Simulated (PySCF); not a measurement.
Delta-SCF ions had no search for a lower state. Excitations are Tamm–Dancoff values on a coarser integration grid. The basis has no diffuse functions, so Rydberg states are missing or too high.

# C5H11F3Si, SMILES `FC(F)(F)[C@H]([C@@H](C)[SiH3])C` (Si–C–C–C torsion 66°) (charge 0, multiplicity 1)

These are PBE-D3(BJ)/def2-TZVP // B3LYP-D3(BJ)/def2-SVP in PySCF values and carry that method's errors.

* **HOMO**: -7.23 eV
* **dipole moment**: 2.29 D
* **HOMO–LUMO gap**: 7.09 eV
* **LUMO**: -0.14 eV
* **S1 excitation (TDA)**: 7.25 eV
* **S1 oscillator strength**: 0.001
* **brightest of the four lowest singlets (TDA)**: 7.70 eV
* **T1 excitation (TDA)**: 6.86 eV
* **S1–T1 gap (TDA)**: 0.39 eV
* **vertical ionisation energy (Delta-SCF)**: 10.03 eV
* **total energy**: -21380.34 eV
* **cost**: very roughly 10 core-minutes

```xyz
20

C      1.3391    -0.8701    -1.2700
C      0.6983    -0.5125     0.0827
Si     1.5898     1.0031     0.8440
C     -0.8439    -0.4423    -0.0401
C     -1.3641     0.6218    -1.0123
C     -1.5235    -0.2880     1.3116
F     -2.8549    -0.4551     1.2142
F     -1.0765    -1.1857     2.2081
F     -1.3208     0.9379     1.8427
H      2.4029    -1.1225    -1.1479
H      1.2828    -0.0406    -1.9929
H      0.8393    -1.7409    -1.7283
H      0.9196    -1.3371     0.7822
H      1.1825     2.2738     0.1776
H      1.3612     1.1137     2.3095
H      3.0508     0.8054     0.6073
H     -1.1850    -1.4302    -0.3988
H     -1.0585     1.6318    -0.7033
H     -0.9772     0.4410    -2.0242
H     -2.4619     0.5966    -1.0621
```
